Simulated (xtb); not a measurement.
xtb input (GFN-FF):

```bash
xtb mol.xyz --gfnff --opt tight --chrg 0 --uhf 0
```
mol.xyz:
```
13

C      2.29985122    -1.00679158     0.89497712
O      1.48918425     0.13931335     0.76681714
Al    -0.02297880     0.42842260     0.09009759
O     -0.70294881     1.97942869     0.12219498
O     -0.87382754    -0.83128119    -0.62739330
C     -2.12299317    -0.94359300    -1.26954242
H      1.83472332    -1.89476770     0.45556056
H      3.25980924    -0.83925377     0.39854377
H      2.49409472    -1.20710415     1.95241682
H     -0.26163024     2.73189017     0.51779826
H     -2.74826941    -1.66803282    -0.74005916
H     -2.65783118     0.01059121    -1.30721359
H     -1.98258356    -1.30019621    -2.29387403
```

Output:

```
           -------------------------------------------------
          |                Calculation Setup                |
           -------------------------------------------------

          ==================== Thresholds ====================
          CN  :   150.00000
          rep :   500.00000
          disp:  2500.00000
          HB1 :   250.00000
          HB2 :   450.00000

          Pauling EN used:
          Z : 1  EN :  2.20
          Z : 6  EN :  2.55
          Z : 8  EN :  3.44
          Z :13  EN :  1.61
          electric field strengths (au): 0.000

           -------------------------------------------------
          |           Force Field Initialization            |
           -------------------------------------------------

          distances ...
          ----------------------------------------
          generating topology and atomic info file ...
          pair mat ...
          computing topology distances matrix with Floyd-Warshall algo ...
          making topology EEQ charges ...
          #fragments for EEQ constrain: 1
          ----------------------------------------
          generating topology and atomic info file ...
          pair mat ...
          computing topology distances matrix with Floyd-Warshall algo ...
          making topology EEQ charges ...
          #fragments for EEQ constrain: 1
          rings ...
          # BATM   54
          # H in HB   7
          doing iterative Hueckel for 3 subsystem(s) ...

  atom   neighbors  erfCN metchar sp-hybrid imet pi  qest     coordinates
    1  C       4    3.53   0.00         3    0    0   0.038    4.346089   -1.902560    1.691262
    2  O       2    1.92   0.00         3    0    0  -0.337    2.814150    0.263264    1.449074
    3  Al      3    2.91   0.15         2    1    0   0.385   -0.043424    0.809601    0.170260
    4  O       2    1.92   0.00         3    0    0  -0.428   -1.328381    3.740578    0.230915
    5  O       2    1.92   0.00         3    0    0  -0.337   -1.651295   -1.570894   -1.185602
    6  C       4    3.53   0.00         3    0    0   0.038   -4.011876   -1.783132   -2.399087
    7  H       1    0.97   0.00         0    0    0   0.066    3.467125   -3.580592    0.860885
    8  H       1    0.97   0.00         0    0    0   0.066    6.160147   -1.585960    0.753139
    9  H       1    0.97   0.00         0    0    0   0.066    4.713156   -2.281096    3.689533
   10  H       1    0.98   0.01         0    0    0   0.248   -0.494409    5.162524    0.978497
   11  H       1    0.97   0.00         0    0    0   0.066   -5.193477   -3.152125   -1.398509
   12  H       1    0.97   0.00         0    0    0   0.066   -5.022573    0.020014   -2.470276
   13  H       1    0.97   0.00         0    0    0   0.066   -3.746540   -2.457015   -4.334794

          #atoms :   13
          #bonds :   12
          #angl  :   18
          #tors  :   12
          #nmol  :   1
[...]
H            1.59193647977699       -1.78820821798773        0.36114644568470
H            3.18939058863741       -0.98572253055675        0.32001361923378
H            2.41672883719242       -1.35691031345536        1.88798451834016
H           -0.74523054698267        2.81357934292020        0.29882902355513
H           -2.65427491646214       -1.55653274807016       -0.65789179161973
H           -2.30408699777732        0.13992018210161       -1.10227999078038
H           -1.88141602414446       -1.18525019983400       -2.22626295236501

 Bond Distances (Angstroems)
 ---------------------------
C1-O2=1.3819         C1-H7=1.0943         C1-H8=1.0935         C1-H9=1.0935         O2-C1=1.3819         O2-Al3=1.7457
Al3-O2=1.7457        Al3-O4=1.7444        Al3-O5=1.7469        O4-Al3=1.7444        O4-H10=0.9740        O5-Al3=1.7469
O5-C6=1.3824         C6-O5=1.3824         C6-H11=1.0937        C6-H12=1.0945        C6-H13=1.0937        H7-C1=1.0943
H8-C1=1.0935         H9-C1=1.0935         H10-O4=0.9740        H11-C6=1.0937        H12-C6=1.0945        H13-C6=1.0937
 C  H  Rav=1.0939 sigma=0.0004  Rmin=1.0935  Rmax=1.0945     6
 O  H  Rav=0.9740 sigma=0.0000  Rmin=0.9740  Rmax=0.9740     1
 O  C  Rav=1.3822 sigma=0.0002  Rmin=1.3819  Rmax=1.3824     2
 Al O  Rav=1.7456 sigma=0.0010  Rmin=1.7444  Rmax=1.7469     3

 selected bond angles (degree)
 --------------------
H7-C1-O2=109.72                H8-C1-O2=109.13                H8-C1-H7=109.64                H9-C1-O2=109.13
H9-C1-H7=109.64                H9-C1-H8=109.59                Al3-O2-C1=120.88               O4-Al3-O2=126.72
O5-Al3-O2=117.34               O5-Al3-O4=115.94               H10-O4-Al3=137.26              C6-O5-Al3=119.86
H11-C6-O5=109.15               H12-C6-O5=109.70               H12-C6-H11=109.62              H13-C6-O5=109.15
H13-C6-H11=109.60              H13-C6-H12=109.62

 selected dihedral angles (degree)
 ---------------------------------
Al3-O2-C1-H7=  0.00           Al3-O2-C1-H8=120.14           Al3-O2-C1-H9=239.86           O4-Al3-O2-C1=180.00
O5-Al3-O2-C1=  0.00           H10-O4-Al3-O2=  0.00          H10-O4-Al3-O5=180.00          C6-O5-Al3-O2=180.00
C6-O5-Al3-O4=  0.00           H11-C6-O5-Al3=239.88          H12-C6-O5-Al3=  0.00          H13-C6-O5-Al3=120.12
           -------------------------------------------------
          |                Final Singlepoint                |
           -------------------------------------------------
         :::::::::::::::::::::::::::::::::::::::::::::::::::::
         ::                     SUMMARY                     ::
         :::::::::::::::::::::::::::::::::::::::::::::::::::::
         :: total energy              -1.719987592766 Eh    ::
         :: gradient norm              0.000296391970 Eh/a0 ::
         ::.................................................::
         :: bond energy               -1.624650909321 Eh    ::
         :: angle energy               0.000761207141 Eh    ::
         :: torsion energy             0.002447613894 Eh    ::
         :: repulsion energy           0.084249810880 Eh    ::
         :: electrostat energy        -0.177685843013 Eh    ::
         :: dispersion energy         -0.004691433156 Eh    ::
         :: HB energy                  0.000000000000 Eh    ::
         :: XB energy                  0.000000000000 Eh    ::
         :: bonded atm energy         -0.000418039191 Eh    ::
         :: external energy            0.000000000000 Eh    ::
         :: add. restraining           0.000000000000 Eh    ::
         :: total charge              -0.000000000000 e     ::
         :::::::::::::::::::::::::::::::::::::::::::::::::::::

           -------------------------------------------------
          |                Property Printout                |
           -------------------------------------------------

molecular dipole:
                 x           y           z       tot (Debye)
 q only:       -0.157      -0.233      -0.133       0.789
           -------------------------------------------------
          |                Geometry Summary                 |
           -------------------------------------------------

      molecular mass/u    :      106.0568103
   center of mass at/Å    :        0.0499431       0.0047471       0.0257346
  moments of inertia/u·Å² :        0.1260125E+03   0.2521677E+03   0.3717412E+03
rotational constants/cm⁻¹ :        0.1337774E+00   0.6685088E-01   0.4534776E-01

 * 12 selected distances

     #   Z          #   Z                                           value/Å
Note: The following floating-point exceptions are signalling: IEEE_UNDERFLOW_FLAG IEEE_DENORMAL
normal termination of xtb
     1   6 C        2   8 O                                       1.3819458
     2   8 O        3  13 Al                                      1.7457010
     3  13 Al       4   8 O                                       1.7443575
     3  13 Al       5   8 O                                       1.7468515 (max)
     5   8 O        6   6 C                                       1.3823598
     1   6 C        7   1 H                                       1.0943016
     1   6 C        8   1 H                                       1.0935189
     1   6 C        9   1 H                                       1.0935189
     4   8 O       10   1 H                                       0.9740425 (min)
     6   6 C       11   1 H                                       1.0937066
     6   6 C       12   1 H                                       1.0945337
     6   6 C       13   1 H                                       1.0937066

 * 4 distinct bonds (by element types)

   Z      Z             #   av. dist./Å        max./Å        min./Å
   1 H    6 C           6     1.0938810     1.0945337     1.0935189
   1 H    8 O           1     0.9740425     0.9740425     0.9740425
   6 C    8 O           2     1.3821528     1.3823598     1.3819458
   8 O   13 Al          3     1.7456367     1.7468515     1.7443575

optimized geometry written to: xtbopt.xyz

           -------------------------------------------------
          | TOTAL ENERGY               -1.719987592766 Eh   |
          | GRADIENT NORM               0.000296391970 Eh/α |
           -------------------------------------------------
########################################################################
[WARNING] Runtime exception occurred
-1- gfnff_setup: Could not read topology file.
########################################################################

------------------------------------------------------------------------
------------------------------------------------------------------------
 total:
 SCF:
 ANC optimizer:
```
